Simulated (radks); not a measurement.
The numbers below are computed, except where a source is named.
The lutetium ion Lu16+, configuration [Kr] 4d10 4f9. Code: a radial shooting solver on a logarithmic mesh with Libxc functionals. Model: Dirac Kohn-Sham, PBE, spin-unpolarised, spherical densities, point nucleus; open shells are shared between the two j in proportion to 2j + 1.

Normalised radial functions P(r) = r R(r) (large component), r in bohr:

```
   r/bohr * 4d3/2 (the largest magnitude, 1.51, reaches the edge; | marks zero)
 0.002688                             *
   0.0035                             *
 0.004557                             *
 0.005981                             *
 0.007788                             *
  0.01014                             *
  0.01331                             *
  0.01733                             |*
  0.02257                             |*
  0.02963                             | *
  0.03858                             |   *
  0.05023                             |     *
  0.06593                             |         *
  0.08585                             |            *
   0.1118                             |               *
   0.1467                             |              *
   0.1911                             |       *
   0.2488                        *    |
   0.3266          *                  |
   0.4252  *                          |
   0.5537   *                         |
   0.7268            *                |
   0.9464                     *       |
    1.232                          *  |
    1.617                             *
    2.106                             *
    2.743                             *
```

4d3/2: eigenvalue -552.33 eV, 1 radial node at r = 0.228 bohr, <r> = 0.520 bohr, 90 % of the charge inside 0.773 bohr.
